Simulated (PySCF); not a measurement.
**Löwdin shares of the frontier orbitals**

C₆H₁₁P.
Z-matrix (Å and degrees, GFN2-xTB geometry), rows numbered from 1:
```
C 
C   1  1.5356
P   2  1.8810  1   92.40
C   3  1.8405  2   97.98  1    84.81
C   4  1.5027  3  117.76  2   107.84
C   5  1.4918  4   60.24  3   107.49
C   1  1.5357  2   97.04  3    13.69
H   1  1.0896  2  111.68  3  -103.02
H   1  1.0909  2  114.21  3   134.32
H   2  1.0902  1  112.48  3  -113.59
H   2  1.0892  1  116.12  3   120.13
H   4  1.0852  3  115.85  2   -38.07
H   5  1.0800  4  118.27  6   108.71
H   5  1.0804  4  117.99  6  -107.88
H   6  1.0803  4  117.99  5   107.85
H   6  1.0801  4  118.24  5  -108.75
H   7  1.0891  1  116.11  2  -133.85
H   7  1.0901  1  112.55  2    99.88
```

Theory: TDDFT CAM-B3LYP/def2-SVPD, vertical, gas phase, core orbitals frozen in the response (PySCF 2.14.0, density-fitted response routines).

Frontier orbitals with the atoms that hold most of them (Löwdin shares over 4%, at most four atoms; ? is withheld):

| orbital | ε (eV) | atoms |
| --- | --- | --- |
| HOMO-3 | -10.46 | C4 19%, C2 14%, C7 14%, C5 9% |
| HOMO-2 | -9.45 | C4 19%, C5 17%, C6 17%, P3 15% |
| HOMO-1 | -9.26 | ? |
| HOMO | ? | ? |
| LUMO | 1.32 | P3 24%, C7 12%, C2 12%, H17 6% |
| LUMO+1 | 1.48 | C1 16%, H8 11%, H12 10%, C2 8% |
| LUMO+2 | 1.70 | C5 14%, C6 14%, P3 12%, H13 8% |

**Question.** Give the leading atoms of the HOMO-1.

**Answer.** C4 (bonded to 2 C, P and H) 17%; C2 (bonded to C, P and 2 H) 16%; C7 (bonded to C, P and 2 H) 16%; P3 (bonded to 3 C) 15%. By element: carbon 49% or more, phosphorus 15%.

**Question.** Which atoms hold the HOMO, and with what shares?

**Answer.** P3 (bonded to 3 C) 56%; C7 (bonded to C, P and 2 H) 10%; C2 (bonded to C, P and 2 H) 10%; C4 (bonded to 2 C, P and H) 9%. By element: phosphorus 56%, carbon 28% or more.

**Question.** What is the HOMO energy, and the HOMO–LUMO gap?

**Answer.** ε(HOMO) = -7.72 eV; the gap is 9.04 eV (0.3324 hartree).

**Question.** How does S1 compare with the orbital gap of 9.04 eV?

**Answer.** S1 is at 5.86 eV (f = 0.047), 3.18 eV below the gap, made of HOMO→LUMO (89%). Without the coupling terms of the response equations the lowest excitation would equal the gap.

**Question.** One configuration dominates each of S1, S6 and S7. Which, and how do the shares of the two leading atoms of either orbital change from the occupied to the empty one?

**Answer.** 
- S1 (5.86 eV, f 0.047), HOMO→LUMO (89%): P3 56% → 24%, C7 10% → 12%
- S6 (7.58 eV, f 0.0017), HOMO-2→LUMO (82%): C4 19% → at most 6%, C5 17% → at most 6%, P3 15% → 24%, C7 at most 15% → 12%
- S7 (7.64 eV, f 0.220), HOMO-1→LUMO (79%): C4 17% → at most 6%, C2 16% → 12%, P3 15% → 24%, C7 16% → 12%

Löwdin shares depend on the basis, the more so with diffuse functions.

One conformer stands for the species.
